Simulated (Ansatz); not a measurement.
Ansatz results at the PBE0-D4/def2-TZVP geometry: HOMO energy (ωB97M-V/def2-TZVPP) -9.24 eV; HOMO–LUMO gap (PBE/def2-TZVPP) 4.70 eV; size of the dipole moment (ωB97M-V/def2-TZVPP) 2.51 D.

Each molecule was computed in one conformer, which needn't be the lowest.

(1) Which molecule gave them?
A. `C[N](C)[GeH]([OH])[N](C)C`
B. `C[O][GeH2][OH]`
C. `[CH3][Ge]([CH3])([Cl])[SeH]`
D. `[SH][GeH2][Cl]`

Results:

(1) C. The others give `[SH][GeH2][Cl]`: -10.02, 5.04, 1.67; `C[O][GeH2][OH]`: -10.31, 5.90, 1.94; `C[N](C)[GeH]([OH])[N](C)C`: -8.49, 4.71, 1.49.
